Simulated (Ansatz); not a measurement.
`[CH3][SnH]1[NH][SiH2]1`, charge 0, multiplicity 1.

(1) Give a relaxed structure at PBE0-D4/def2-TZVP (the Gaussian-basis code of Ansatz). (Best estimate.)

Answers

(1) The calculation gave: 
Z-matrix (Å, degrees):
```
C
Sn 1 2.140
H 1 1.090 2 110.2
H 1 1.089 2 109.0 3 120.3
H 1 1.090 2 109.2 3 -120.0
N 2 2.102 1 109.2 3 -169.4
Si 2 2.473 1 126.7 3 -124.9
H 2 1.716 1 110.3 3 68.4
H 6 1.006 2 138.9 1 -83.1
H 7 1.492 2 120.7 1 173.0
H 7 1.490 2 123.7 1 27.0
```
This is one stationary point; other conformers may exist.
